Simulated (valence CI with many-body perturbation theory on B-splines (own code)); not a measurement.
## Pt²⁸⁺: magnetic and hyperfine properties of the levels

Computed by valence CI with perturbative core correlation (CI+MBPT): four valence electrons over a frozen Dirac-Fock core [Kr] 4d10, radial functions for each j: 7 s, 7 p, 7 d, 7 f, 4 g, 2 h, with the one-electron correlation potential Σ1, the two-electron term Σ2, the three-electron term Σ3, Breit, model QED; selected CI, second order for the rest, scaled by the run's own slope (own B-spline code, finite nucleus).

The last digits are not significant, and no measured levels were compared; by estimate large intervals hold to a few tenths of a per cent, small ones and those within an open d or f shell to about a per cent. Excitations out of the core, of the other parity, are not computed and may begin above about 181 eV (a cautious bound); beyond it only levels of the ground parity were kept, without lifetimes.

A/g_I is the dipole constant over the nuclear g factor μ/I (μ in nuclear magnetons, uniformly magnetised nucleus), B/Q the quadrupole constant per barn. Both hold the static response of the core; the bare values leave it out. Large factors of s and p1/2 electrons are usually good to 5 to 10 %; those of open d and f shells near neutrality can be off by tens of per cent, and small factors of p3/2, d and f electrons come from cancelling terms and can be off by a factor of two or in sign, in half-filled shells by more. B is blank for J = 1/2, where it vanishes, and for nearly pure S terms. Energies count from the lowest level. Levels with J = 0 are left out.

Levels are named by their leading jj configuration (3d3/2^4 stands for four electrons in 3d with j = 3/2), which in mixed levels can hold well under half, so a name can repeat and another be missing. Letters in brackets count levels of one name in rising energy.

```tsv
Level	E (eV)	g	A/g_I (MHz)	A/g_I bare	B/Q (MHz/b)	B/Q bare
(4f5/2^4) J=4	0.000	0.660	5860	5390	-2930	-2620
(4f5/2^3 4f7/2) J=5 [a]	2.818	0.914	4260	4210	-2410	-2170
(4f5/2^4) J=2	4.721	0.918	5010	5070	3540	3190
(4f5/2^2 4f7/2^2) J=6 [a]	4.938	1.041	3570	3760	-1710	-1570
(4f5/2^3 4f7/2) J=7	6.384	1.095	3390	3680	-278	-313
(4f5/2^3 4f7/2) J=1 [a]	6.418	0.142	10700	9490	859	766
(4f5/2^3 4f7/2) J=4 [a]	6.462	1.010	4190	4380	-4190	-3760
(4f5/2^3 4f7/2) J=8	7.457	1.117	3350	3690	1660	1390
(4f5/2^3 4f7/2) J=3 [a]	7.467	1.107	3350	3670	-1040	-947
(4f5/2^3 4f7/2) J=2 [a]	7.854	0.635	6320	5840	-2520	-2230
(4f5/2^3 4f7/2) J=2 [b]	8.266	1.605	23.8	1160	-501	-499
(4f5/2^3 4f7/2) J=3 [b]	8.267	0.956	4110	4150	2150	1950
(4f5/2^2 4f7/2^2) J=6 [b]	9.185	0.902	4230	4150	311	300
(4f5/2^3 4f7/2) J=5 [b]	9.538	1.181	2740	3170	-1380	-1310
(4f5/2^2 4f7/2^2) J=7 [a]	9.873	0.993	3730	3810	2090	1850
(4f5/2^2 4f7/2^2) J=4 [a]	10.219	1.229	2270	2750	3930	3500
(4f5/2^2 4f7/2^2) J=8 [a]	10.659	1.047	3470	3650	4080	3600
(4f5/2^2 4f7/2^2) J=4 [b]	11.741	1.031	3690	3860	-1660	-1470
(4f5/2^2 4f7/2^2) J=2 [a]	12.023	1.144	2800	3140	2280	2060
(4f5/2^2 4f7/2^2) J=3 [a]	12.161	0.893	4340	4250	-2940	-2630
(4f5/2^2 4f7/2^2) J=5 [a]	12.383	1.264	2040	2580	4300	3820
(4f5/2^2 4f7/2^2) J=1 [a]	12.901	1.033	4050	4270	-221	-208
(4f5/2^2 4f7/2^2) J=2 [b]	12.982	1.087	2290	2430	-748	-707
(4f5/2^2 4f7/2^2) J=5 [b]	13.241	0.957	3720	3710	919	791
(4f5/2^2 4f7/2^2) J=4 [c]	13.567	1.193	2500	2930	-3430	-3130
(4f5/2^2 4f7/2^2) J=8 [b]	13.611	1.005	3730	3850	4470	4010
(4f5/2^2 4f7/2^2) J=9	13.706	1.044	3510	3690	8360	7440
(4f5/2^2 4f7/2^2) J=3 [b]	13.797	1.254	1730	2210	1080	950
(4f5/2^2 4f7/2^2) J=5 [c]	13.841	1.124	3210	3560	-1080	-969
(4f5/2^2 4f7/2^2) J=6 [c]	13.843	1.228	2420	2920	-298	-351
(4f5/2^3 4f7/2) J=1 [b]	13.900	1.495	-753	13.2	1770	1570
(4f5/2 4f7/2^3) J=7 [a]	14.643	0.990	3490	3540	1340	1220
(4f5/2^2 4f7/2^2) J=2 [c]	14.664	0.722	6610	6380	888	835
(4f5/2^2 4f7/2^2) J=6 [d]	14.825	1.080	3380	3630	815	711
(4f5/2^3 4f7/2) J=4 [b]	14.851	1.097	2830	3060	2920	2570
(4f5/2 4f7/2^3) J=8 [a]	15.289	1.050	3190	3350	3450	3070
(4f5/2^2 4f7/2^2) J=2 [d]	15.567	1.440	347	1110	1080	951
(4f5/2^2 4f7/2^2) J=7 [b]	15.718	1.082	3410	3670	1760	1560
```

Question: Take the isotope of mass number 195, with I = 1/2, μ = 0.6073 μN. What is the hyperfine structure of (4f5/2^4) J=2?

Answer: From the table A = 6090 MHz. Shifts from the centre of gravity in MHz: F = 3/2: -9140, F = 5/2: 6090.
